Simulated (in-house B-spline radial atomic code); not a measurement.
Configurations of Co4+, with energies counted from [Ar] 3d5. Method: non-relativistic PBE0, spin-polarised, spherical fractional occupations, exact exchange averaged over the configuration, point nucleus. Calculated with a B-spline radial code for spherical atoms. Shells without spins written out take the highest spin.

Occupations are held fixed; configurations that lie above the ionisation limit could autoionise.

| configuration | E - E(ref) (eV) | highest orbital | its <r> (bohr) |
| --- | --- | --- | --- |
| [Ar] 3d4 4f1 | 57.891 | 4f up | 3.378 |
| [Ne] 3s2 3p5 3d6 | 58.838 | 3d down | 0.8921 |
| [Ne] 3s2 3p5 3d5 4s1 | 77.459 | 4s up | 1.958 |
| [Ne] 3s2 3p5 3d5 4p1 | 86.457 | 4p up | 2.158 |

(1) Order these further configurations by energy, lowest first.
A. [Ar] 3d4 4p1
B. [Ne] 3s2 3p5 3d5 4d1
C. [Ar] 3d4 4s1
D. [Ne] 3s2 3p5 3d5 4f1

Answers

(1) C (26.043 eV), A (34.986 eV), B (99.681 eV), D (109.56 eV).
